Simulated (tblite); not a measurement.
Species: C6H7NO2S.
Numbering: `[CH3:1][S:2](=[O:3])(=[O:4])[c:5]1[cH:6][cH:7][cH:8][cH:9][n:10]1` (hydrogens: H11, H12, H13 on C1; H14 on C6; H15 on C7; H16 on C8; H17 on C9)

A start from a force field or distance geometry was refined with tblite 0.8.0, GFN2-xTB geometry optimisation, gas phase. Values at the start:

```csv
coordinate,start
C1–S2,1.764 Å
C1–H11,1.123 Å
S2=O3,1.478 Å
S2=O4,1.504 Å
S2–C5,1.750 Å
C5–C6,1.389 Å
C5–N10,1.362 Å
C6–C7,1.393 Å
C6–H14,1.086 Å
C7–C8,1.384 Å
C7–H15,1.074 Å
C8–C9,1.387 Å
C8–H16,1.069 Å
C9–N10,1.362 Å
C9–H17,1.084 Å
C1–S2–O3,112.6°
C1–S2–C5,107.2°
S2–C5–N10,122.3°
O3–S2–O4,109.5°
O3–S2–C5,113.0°
C5–C6–C7,121.9°
C5–N10–C9,120.7°
C6–C5–N10,118.4°
```

Question: How do these coordinates change at the GFN2-xTB level?

Answer: 
```json
{"coordinate": "S2=O4", "GFN2-xTB (Å or °)": "1.438", "change": "-0.066"}
{"coordinate": "S2–C5", "GFN2-xTB (Å or °)": "1.811", "change": "+0.061"}
{"coordinate": "C5–N10", "GFN2-xTB (Å or °)": "1.317", "change": "-0.045"}
{"coordinate": "C1–S2", "GFN2-xTB (Å or °)": "1.809", "change": "+0.045"}
{"coordinate": "C1–H11", "GFN2-xTB (Å or °)": "1.081", "change": "-0.042"}
{"coordinate": "S2=O3", "GFN2-xTB (Å or °)": "1.439", "change": "-0.039"}
{"coordinate": "C9–N10", "GFN2-xTB (Å or °)": "1.325", "change": "-0.037"}
{"coordinate": "C8–H16", "GFN2-xTB (Å or °)": "1.079", "change": "+0.010"}
{"coordinate": "C6–H14", "GFN2-xTB (Å or °)": "1.077", "change": "-0.009"}
{"coordinate": "C5–C6", "GFN2-xTB (Å or °)": "1.383", "change": "-0.006"}
{"coordinate": "C6–C7", "GFN2-xTB (Å or °)": "1.387", "change": "-0.006"}
{"coordinate": "C7–H15", "GFN2-xTB (Å or °)": "1.080", "change": "+0.006"}
{"coordinate": "C7–C8", "GFN2-xTB (Å or °)": "1.388", "change": "+0.004"}
{"coordinate": "C9–H17", "GFN2-xTB (Å or °)": "1.081", "change": "-0.003"}
{"coordinate": "C8–C9", "GFN2-xTB (Å or °)": "1.387", "change": "0.000"}
{"coordinate": "O3–S2–O4", "GFN2-xTB (Å or °)": "117.2", "change": "+7.7"}
{"coordinate": "C6–C5–N10", "GFN2-xTB (Å or °)": "124.5", "change": "+6.1"}
{"coordinate": "S2–C5–N10", "GFN2-xTB (Å or °)": "116.3", "change": "-6.0"}
{"coordinate": "O3–S2–C5", "GFN2-xTB (Å or °)": "107.7", "change": "-5.3"}
{"coordinate": "C5–C6–C7", "GFN2-xTB (Å or °)": "117.6", "change": "-4.3"}
{"coordinate": "C5–N10–C9", "GFN2-xTB (Å or °)": "117.7", "change": "-3.0"}
{"coordinate": "C1–S2–C5", "GFN2-xTB (Å or °)": "104.3", "change": "-2.9"}
{"coordinate": "C1–S2–O3", "GFN2-xTB (Å or °)": "109.7", "change": "-2.9"}
```

The energy falls by 71.9 kJ/mol over 126 L-BFGS steps, the largest force on an atom goes from 5.42 to 0.009 eV/Å, and the atoms move by 0.833 Å rms after alignment. The bond that changes most is S2=O4 (sulfonyl sulfur to sulfonyl oxygen), which shortens by 0.066 Å. Bonds longer at the end by more than 0.005 Å: 4 of 17; shorter: 10. Among the dihedrals that turn most is O3–S2–C5–C6, from -5° to 59°. Rotational constants go from 2580, 816.2, 724.0 to 2585, 852.6, 734.1 MHz.

Its lowest GFN2-xTB frequency is 7 cm⁻¹, too small to tell a flat minimum from a shallow saddle. One conformer, not necessarily the lowest.

The numbers are calculated, not measured.
